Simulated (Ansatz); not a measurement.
`C[Se][AsH2]` + `F[B]([AlH2])[SiH3]` → `F[B]([SiH3])[AlH][AsH2]` + `C[SeH]`  (formal exchange of groups at the As–Se bond)

Gas-phase electronic energies from Ansatz, PBE0-D4/def2-TZVP geometries. CCSD(T)/CBS is the MP2 limit (def2-TZVPP, def2-QZVPP) plus CCSD(T) − MP2 in def2-TZVPP, frozen cores. DFT in def2-TZVPP. B3LYP here is the variant with VWN-RPA as its local correlation; programs differ in this. For As, Se outer-core shells are correlated without core-valence functions, which leaves a few kJ/mol of doubt a bond. Scalar relativity is left out up to krypton. One conformer a species, not always the lowest.

```json
{"level": "LDA (SPW92)", "ΔE (kcal/mol)": "-9.9"}
{"level": "B3LYP-D4", "ΔE (kcal/mol)": "-6.6"}
{"level": "PBE-QIDH", "ΔE (kcal/mol)": "-8.9"}
{"level": "PBE", "ΔE (kcal/mol)": "-8.5"}
{"level": "BLYP", "ΔE (kcal/mol)": "-6.7"}
{"level": "HF/def2-SVP", "ΔE (kcal/mol)": "-7.6"}
{"level": "SCS-MP2/def2-TZVPP", "ΔE (kcal/mol)": "-7.5"}
{"level": "MP2/CBS(def2)", "ΔE (kcal/mol)": "-8.0"}
```

Problem. What does CCSD(T)/CBS give? (Estimate.)

Solution. Ansatz gave: -8.5 kcal/mol. The listed levels differ from it by -1.4, 1.9, -0.4, 0.0, 1.8, 0.9, 1.0, 0.5 kcal/mol.

Largest T1 diagnostic among the species: 0.015.

Leaving LDA and LC-ωPBE aside and taking each functional with its dispersion term where it has one, the values, not all of them listed here, spread over 3.1 kcal/mol, from r2SCAN0-D4 to B97M-V. LDA lies −1.4 kcal/mol from PBE without D4. In def2-TZVPP, CCSD(T) changes the Hartree–Fock value by −2.3 kcal/mol (the triples alone add −0.1 kcal/mol) and MP2 by −1.8 kcal/mol.
